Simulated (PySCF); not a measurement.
TiI3H, SMILES [I][TiH]([I])[I], multiplicity 1. The structure is a stationary point at B3LYP-D3(BJ)/def2-SVP. The spin state was assumed, not searched. The structure was generated by enumeration; whether it is a known compound was not checked. The def2 effective core potentials stand for the cores of I; spin–orbit coupling is left out.

Computed equilibrium geometry at B3LYP-D3(BJ)/def2-SVP (PySCF confirms it by a frequency run) as bond lengths and angles, and its point group:
point group C3v.
Atoms: Ti1 I2 I3 I4 H5. Bond lengths (Å): Ti1–I2 2.538, Ti1–I3 2.538, Ti1–I4 2.538, Ti1–H5 1.657. Bond angles (°): I2–Ti1–I3 116.2, I2–Ti1–I4 116.2, I2–Ti1–H5 101.3, I3–Ti1–I4 116.2, I3–Ti1–H5 101.3, I4–Ti1–H5 101.3.
Charge 0, spin multiplicity 1.
